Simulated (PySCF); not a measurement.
# What a mistake does to a calculation on AlCGeH4N

Calculated results; nothing here was measured. The program is PySCF 2.14.0, an open-source quantum chemistry code, run on an isolated molecule that a program drew, which may never have been made. The molecule is AlCGeH4N (charge 0, singlet), drawn as the SMILES string `[NH]=[GeH][CH2][Al]`.

Each row is a Hartree-Fock (HF) and frozen-core CCSD(T) single point in the cc-pV(D+d)Z basis, meant for a local HF minimum. Run 1 is clean. Each other run has one planted mistake out of seven kinds, and not every kind appears here: one electron removed, one electron added, multiplicity raised by two, geometry at a saddle point, minimal basis STO-3G, one bond length entered in bohr, all coordinates scaled. The reference is restricted for singlets and unrestricted otherwise, and also for a bond in bohr. Adding or removing an electron swaps singlet and doublet. Electrons count all cores. HOMO and LUMO are orbital energies over both spins, the gradient is its largest component, and the lowest frequency (negative if imaginary) is given only where the gradient is small. Bond lengths are over the 7 bonds as drawn. T1 is the CCSD diagnostic: over 0.02 (restricted) or 0.045 (unrestricted) a single reference is doubtful. Germanium has the cc-pVDZ-PP basis, with a core potential (ECP10MDF) in place of its 10 inner electrons, and its 3s, 3p and 3d shells are frozen in CCSD(T).

Geometry of the clean run:
```xyz
8
AlCGeH4N, angstrom
N    -3.0725   -1.6982    1.0195
Ge   -2.1697   -0.2780    0.9067
C    -0.3809    0.1441    1.5212
Al   -0.0996    0.8386    3.4045
H    -2.5624   -2.4670    1.4323
H    -2.8845    0.9252    0.2957
H     0.2246   -0.7718    1.4488
H     0.0464    0.8815    0.8258
```

| run | electrons | basis functions | <S^2> | HOMO (eV) | LUMO (eV) | gradient (hartree/bohr) | lowest frequency (cm^-1) | mean bond (Å) | longest bond (Å) | T1 | HF (hartree) | CCSD(T) (hartree) | mistake |
|---|---|---|---|---|---|---|---|---|---|---|---|---|---|
| 1 | 62 | 94 | 0.000 | -8.13 | 0.70 | 2.3e-05 | 52 | 1.4842 | 2.027 | 0.0195 | -629.86258 | -630.38019 | no fault |
| 2 | 62 | 94 | 0.000 | -8.19 | 0.47 | 6.4e-02 | - | 1.6223 | 2.215 | 0.0263 | -629.80969 | -630.35098 | all coordinates scaled |
| 3 | 61 | 94 | 1.184 | -12.21 | -6.06 | 6.9e-02 | - | 1.4842 | 2.027 | 0.0602 | -629.60982 | -630.08875 | one electron removed |
| 4 | 63 | 94 | 0.814 | -0.32 | 5.68 | 2.3e-02 | - | 1.4842 | 2.027 | 0.0301 | -629.85499 | -630.37836 | ? |

**Which mistake was planted in run 4, and what did it cost?**

It counts 63 electrons, one more than the clean run, at the same geometry and basis. So the mistake is: one electron added. Subtracting run 1 and multiplying by 627.51 kcal/mol a hartree, the energy moved by 4.8 kcal/mol in HF and 1.1 kcal/mol in CCSD(T).

Cautions from the logs. Run 2: T1 is over the limit, so its CCSD(T) energy is less reliable; run 3: T1 is over the limit, so its CCSD(T) energy is less reliable; run 4: the added electron raises the CCSD(T) energy, so it isn't bound in this basis.
